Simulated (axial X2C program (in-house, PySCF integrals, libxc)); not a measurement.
What spin–orbit coupling does to VSe⁺

Computed with an axial X2C code built on PySCF integrals. Spin-free means the one-electron spin-free X2C Hamiltonian; two-component (2c) means X2C with spin–orbit coupling and atomic mean-field two-electron Coulomb and Gaunt terms, so the difference of the two also holds small scalar two-electron terms. Basis: Se dyall-cv3z [8s9p6d4f1g], V dyall-cv3z [10s10p6d4f2g] (cores contracted in-house); Gaussian nuclei, density fitting, unrestricted open shells. Masses: Se 79.917 u, V 50.944 u.

Spin-free state: M_S = 1, Λ = 0 (beyond evenly filled blocks: δ+α, δ-α); fragments Se + V+.

```tsv
level	Re (Å)	ωe (cm⁻¹)	De (eV)	μ (D)
PBE0	2.188	341.6	2.870	7.32
BP86	2.157	399.3	3.994	6.96
```

Dipoles are positive if V is the positive end and refer to the centre of mass.

Two-component determinant lowest at the distance of the search:

Ω = 1 (⟨Sz⟩ = 1.00, ⟨Lz⟩ = 0.00 at PBE0); fragments Se + V+.

```json
{"level": "PBE0", "Re (Å)": "2.190", "ωe (cm⁻¹)": "340.0", "μ (D)": "7.32"}
{"level": "BP86", "Re (Å)": "2.158", "ωe (cm⁻¹)": "398.4", "μ (D)": "6.95"}
```

Task: From the two tables, how do the constants change at the PBE0 level (2c against spin-free)?

Result: At the PBE0 level Re increases by 0.002 Å and ωe decreases by 1.6 cm⁻¹.

Occupations by symmetry block were frozen at the best pattern of an incomplete PBE0 search. Dissociation energies refer to the lowest single-determinant-based atoms at the same level and basis. De is not given where an atomic determinant may have missed its ground term or J level, or where the truncated virtual space spoils (T). Density functionals use the spin component along the axis (collinear). Other states lie close and PBE0, whose exact exchange favours high spin, may order them wrongly; the determinant shown need not be the ground state. The nearest other spin-free determinant of the search, M_S = 1, Λ = 2, lies 0.25 eV up at the distance of the search. Without a current term, density functionals place determinants with orbital angular momentum somewhat too high. With several unpaired electrons one determinant need not be a pure state. Open-shell Ω = 0 determinants with evenly filled partner blocks cannot be reached by this program, so the Ω shown need not be the lowest component. The determinant is spin-polarised beyond a pure state at some levels (its spin-free form has ⟨S²⟩ too high), which makes Re and μ there less reliable.
